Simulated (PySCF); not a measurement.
[CrO3]- (doublet). Level of theory: PySCF, UPBE, basis Cr def2-SVPD, O def2-SVPD (no relativity, density fitting).

Harmonic bands of its minimum:

```
ω (cm⁻¹)  IR (km/mol, summed over degenerate members)  degeneracy
      40                                         30.4           1
     328                                          0.2           2
     880                                          0.0           1
     975                                          630           2
```

Task: The central atom is Cr. Infer the point group and assign the bands.

Result: D3h. The modes span a2'' + 2e' + a1': 40 a2'', 328 e', 880 a1', 975 e'. The computed geometry has Cr–O 1.628 Å (×3); O–Cr–O 120.0° (×3).

Only a few start shapes were tried, so a lower isomer may exist. Open d and f shells are described by one determinant, and the ground state may have another occupation or spin. The lowest empty level of this anion is unbound, so it and the gap depend on the basis.
